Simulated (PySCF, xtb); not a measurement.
Al(F)(NCO)(OMe) (C2H3AlFNO2), SMILES C[O][Al]([F])[N]=C=O. Other conformers were not sampled.

Harmonic wavenumbers (cm⁻¹) from xtb with GFN2-xTB at its own minimum, in rising order: 35, 51, 67, 86, 148, 167, 199, 291, 465, 508, 514, 717, 833, 1132, 1134, 1234, 1415, 1470, 1473, 1493, 2502, 2968, 2969, 2977.

**Question.** What does PBE-D3(BJ)/def2-SVP in PySCF give at its own minimum? (The exact figures need the calculation; the answer reports its results.)

**Answer.** 46, 78, 91, 94, 98, 224, 270, 272, 495, 593, 603, 746, 904, 1140, 1146, 1213, 1422, 1426, 1432, 1469, 2389, 2919, 2998, 3010. Paired by order, the mean absolute difference is 40 cm⁻¹ and the zero-point energies are 35.5 and 35.9 kcal/mol.
